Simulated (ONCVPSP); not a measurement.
# u(r) = r·R(r): atom against pseudo-atom (Te)

Columns: radius, all-electron u(r) and pseudo u(r) of the 4p shell (level -114.94 eV) of tellurium in the configuration [Ar] 3d10 4s2 4p6 4d10 5s1.5 5p4.5; PBEsol, scalar-relativistic, ONCV scheme, ONCVPSP 4.0.1.

| r (bohr) | all-electron | pseudo |
| --- | --- | --- |
| 0.072 | 0.4472 | 0.0305 |
| 0.145 | -0.2326 | 0.1202 |
| 0.217 | -0.6908 | 0.2568 |
| 0.290 | -0.5811 | 0.4293 |
| 0.362 | -0.1531 | 0.6153 |
| 0.435 | 0.3467 | 0.8011 |
| 0.507 | 0.7629 | 0.9637 |
| 0.580 | 1.0556 | 1.0930 |
| 0.652 | 1.2162 | 1.1756 |
| 0.725 | 1.2731 | 1.2109 |
| 0.798 | 1.2525 | 1.1995 |
| 0.870 | 1.1826 | 1.1488 |
| 0.942 | 1.0841 | 1.0678 |
| 1.015 | 0.9707 | 0.9653 |
| 1.088 | 0.8543 | 0.8533 |
| 1.160 | 0.7435 | 0.7433 |
| 1.232 | 0.6404 | 0.6402 |
| 1.305 | 0.5459 | 0.5457 |
| 1.378 | 0.4620 | 0.4619 |
| 1.450 | 0.3898 | 0.3897 |
| 1.522 | 0.3273 | 0.3273 |
| 1.595 | 0.2732 | 0.2731 |
| 1.668 | 0.2272 | 0.2272 |
| 1.740 | 0.1889 | 0.1889 |
| 1.812 | 0.1567 | 0.1567 |
| 1.885 | 0.1294 | 0.1294 |

How many radial nodes do the two functions have?

The all-electron 4p function has n − l − 1 = 2; the pseudo-wave has 0, since the states of the same l below it are removed with the core.

At about which radius was the pseudo-wave matched?

1.20 bohr, where the columns begin to agree (steps of 0.07 bohr).

Where does each function peak?

Outermost all-electron maximum near 0.72 bohr, pseudo maximum near 0.72 bohr (to the table’s step).

Is the pseudo-wave norm-conserving?

Yes: the ONCV scheme keeps the norm inside the radius equal to the all-electron one, which fixes the energy derivative of the logarithmic derivative at the level.
